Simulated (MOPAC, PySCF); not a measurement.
H3AlS3, SMILES `[SH][Al]([SH])[SH]`, neutral singlet in the gas phase. 

Cartesian coordinates (Å):
```xyz
7

S      0.3825    -1.8489     0.1044
Al     0.1415     0.3147    -0.0641
S      1.8769     1.5354    -0.5517
S     -1.7479     1.3637     0.2257
H     -0.9076    -2.0608     0.4196
H      2.6901     0.4639    -0.5926
H     -2.4355     0.2319     0.4588
```
Charge 0, spin multiplicity 1.

All levels are single points at this geometry (r2SCAN-D4/def2-TZVP); Pople sets use spherical d functions. Orbital energies aren't observables, and empty levels follow the basis.

```tsv
level	HOMO (eV)	LUMO (eV)	gap (eV)	dipole (D)	vertical IE, Delta-SCF (eV)
PBE-D3(BJ)/def2-TZVP in PySCF	-6.51	-1.50	5.02	1.50	–
r2SCAN-D4/def2-TZVP in PySCF	-6.81	-1.20	5.62	1.59	–
B3LYP/6-311+G** in PySCF	-7.51	-1.32	6.20	1.83	–
B3LYP/6-31G* in PySCF	-7.40	-0.95	6.45	1.95	9.51
BP86/6-31G* in PySCF	-6.56	-1.63	4.93	1.96	–
M06-2X/6-31G* in PySCF	-8.83	-0.11	8.73	2.00	–
PBE/6-31G* in PySCF	-6.46	-1.55	4.92	1.98	–
PM6 in MOPAC	-9.63	0.16	9.79	2.00	–
PM7 in MOPAC	-10.14	-1.24	8.90	3.04	–
```
